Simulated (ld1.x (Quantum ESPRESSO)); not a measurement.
## Before and after: TM potential for I (Z = 53)

- Element: iodine
- Generator: ld1.x (Quantum ESPRESSO) 7.5
- Type: norm-conserving Troullier–Martins (Kleinman–Bylander form)
- Functional: Wu–Cohen
- Relativity: scalar-relativistic
- Frozen core: [Kr]
- Valence charge: 17
- Reference configuration: 4d10 5s2 5p3 (charge +2)
- Partial waves: 5p (bound): rc 2.05 bohr; 4d (bound): rc 1.35 bohr; 4f channel at 0.4 Ry: rc 1.70 bohr; 5s (bound): rc 1.75 bohr
- Local potential: the s channel
- Core correction: none

Change: all radii scaled by about 1.24 (s 2.18, p 2.54, d 1.68, f 2.10 bohr).

Cutoffs: the cutoffs (Ry, on a coarse ladder) from which the occupation-weighted sum of valence levels, in a spherical-Bessel basis at the reference potential, stays within 10 and 1 mRy of its value at 400 Ry; they do not see the model core or the augmentation charge, which bear on the density cutoff. Errors are all-electron minus pseudo energies relative to the spin-unpolarised reference configuration.

**Question.** Predict the effect on cutoff, ghosts and configuration errors.

**Answer.** The potential gets softer (110 Ry and 180 Ry → 90 Ry and 160 Ry); of the 7 tests that both files solve, the error grows in 3 and shrinks in 2 by more than 15 % and 0.3 meV (median size 9.9 → 9.9 meV); neither file shows a bound ghost. A larger radius leaves more room for a smooth pseudo-wave, so fewer plane waves are needed.

| quantity | base | changed |
| --- | --- | --- |
| cutoff, loose | 110 Ry | 90 Ry |
| cutoff, tight | 180 Ry | 160 Ry |
| loose cutoff by channel (10 mRy a level) | p 15 Ry, d 90 Ry, s 30 Ry | p 12 Ry, d 80 Ry, s 21 Ry |
| bound ghosts | none | none |
| error for 4d10 5s2 5p5, meV [ΔE -31.06 eV] | +21 | +24 |
| error for 4d10 5s2 5p4, meV [ΔE -19.90 eV] | +9.6 | +9.9 |
| error for 4d10 5s2 5p2, meV [ΔE 29.42 eV] | -2.4 | -4.0 |
| error for 4d10 5s2 5p5.3, meV [ΔE -32.84 eV] | +24 | +28 |
| error for 4d10 5s1 5p6, meV [ΔE -20.60 eV] | +9.9 | +7.8 |
| error for 4d9 5s2 5p6, meV [ΔE 14.74 eV] | -630 | -395 |
| error for 4d10 5s2 5p1, meV [ΔE 68.97 eV] | +6.0 | -7.2 |
